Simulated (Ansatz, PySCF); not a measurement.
Caution: the highest occupied level lies above zero, so the state may not be bound. Caution: the restricted solution is unstable towards spin-unrestricted or complex orbitals, so a lower solution exists and this singlet may not be the ground state. This singlet lies 0.07 eV below the relaxed triplet at the level frozen-core CCSD(T)/aug-cc-pVTZ // B3LYP-D3(BJ)/def2-TZVPD (Ansatz, a program for electronic structure); other levels give the other order.

B3LYP has the VWN-RPA correlation part, as in Gaussian. 

Cartesian coordinates (Å):
SMILES: [SiH3][B-]Cl
```xyz
6

Si    -0.5323     0.0265     0.0140
B      1.2888    -0.9130     0.3050
Cl     2.6583     0.2489    -0.2236
H     -1.3864    -0.8356    -0.8731
H     -1.2817     0.0444     1.3170
H     -0.7467     1.4288    -0.5392
```
Charge -1, spin multiplicity 1.

Task: What is the computed HOMO and total energy (B3LYP-D3(BJ)/def2-TZVPD run with PySCF)?

Result: 
```json
{
 "HOMO": "0.45 eV",
 "total_energy": "-21127.03 eV"
}
```
